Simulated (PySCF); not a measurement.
Ligands exchanged one at a time, Al NH2-I. Gas-phase values, no solvent. Strings in code marks are SMILES.

Calculation: PBE-D3(BJ)/def2-TZVP // B3LYP-D3(BJ)/def2-TZVP (PySCF). Excitations are Tamm–Dancoff values on a coarser integration grid. The basis has no diffuse functions, so Rydberg states are missing or too high.

```tsv
species	S1 oscillator strength	HOMO (eV)	T1 excitation (TDA) (eV)
0 of 3 NH2 replaced by I (`[NH2][Al]([NH2])[NH2]`)	0.004	-5.28	4.64
1 of 3 NH2 replaced by I (`[NH2][Al]([NH2])[I]`)	0.000	-5.86	4.56
2 of 3 NH2 replaced by I (`[NH2][Al]([I])[I]`)	0.000	-6.46	4.36
3 of 3 NH2 replaced by I	0.000	-6.62	3.76
```
